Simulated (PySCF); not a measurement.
## A small calculation by hand: chemical shift, span and skew from a shielding tensor

CH₅NSi, SMILES C[Si]N (connectivity only; charge and spin as stated), neutral, multiplicity 1. Atoms are numbered in the order given.

```xyz
8

Si    -0.1956    -0.0583     0.6797
C      0.5798     1.3386    -0.3719
H     -0.0088     2.2571    -0.2621
H      0.6807     1.1188    -1.4399
H      1.5758     1.5742     0.0246
N     -0.3213    -1.2606    -0.5366
H     -0.0441    -1.1615    -1.5061
H     -0.6954    -2.1799    -0.3451
```
Charge 0, spin multiplicity 1.

The structure is a stationary point at TPSSh-D3(BJ)/def2-TZVP. Other conformers were not sampled.

GIAO shieldings from KT2/pcSseg-2 in PySCF, non-relativistic, no solvent. The symmetric part of the tensor of N6 has the principal values -46.8, 172.9, 184.8 ppm. The same nucleus in NH3 has σ = 261.9 ppm at this level (PySCF, at its B3LYP-D3(BJ)/def2-TZVP geometry).

Work out the isotropic shielding, the ¹⁵N shift against NH3, the span and the skew.


σ(iso) = (σ11 + σ22 + σ33)/3 = 103.6 ppm. δ = σ(ref) − σ(iso) = 261.9 − (103.6) = 158.3 ppm.
Span Ω = σ33 − σ11 = 231.6 ppm. Skew κ = 3(σ(iso) − σ22)/Ω = -0.90. Tumbling in solution averages the tensor to δ; in a static solid the shielding alone would spread this spin-1/2 line over Ω.
